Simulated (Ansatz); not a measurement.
Reaction (substitution at a C–In bond): `C[CH2][In]([NH2])[Cl]` + `B[SiH2]O` → `B[SiH2]OCC` + `[NH2][InH][Cl]`

Gas-phase electronic energies from Ansatz, PBE0-D4/def2-TZVP geometries. CBS: MP2 limit from def2 TZ/QZ plus the TZ coupled-cluster correction, frozen cores. DFT in def2-TZVPP. B3LYP here is the variant with VWN-RPA as its local correlation; programs differ in this. def2 core potentials past Kr. For In outer-core shells are correlated without core-valence functions, which leaves a few kJ/mol of doubt a bond. One conformer a species, not always the lowest.

Task: Is it downhill or uphill in electronic energy at CCSD(T)/CBS, and by how much? (Best estimate.)

Result: Computed: Uphill: ΔE = +64.1 kJ/mol.

Task: What do these levels give: PBE0-D4, B3LYP-D4, HF/def2-QZVPP, MP2/def2-QZVPP, MP2/CBS(def2), CCSD/CBS(def2)? (Best estimate.)

Result: Ansatz gave: PBE0-D4 53.7, B3LYP-D4 50.6, HF/def2-QZVPP 33.9, MP2/def2-QZVPP 73.3, MP2/CBS(def2) 75.8, CCSD/CBS(def2) 61.5 kJ/mol.

Largest T1 diagnostic among the species: 0.014.

In def2-TZVPP, CCSD(T) changes the Hartree–Fock value by +24.4 kJ/mol (the triples alone add +2.6 kJ/mol) and MP2 by +36.1 kJ/mol.
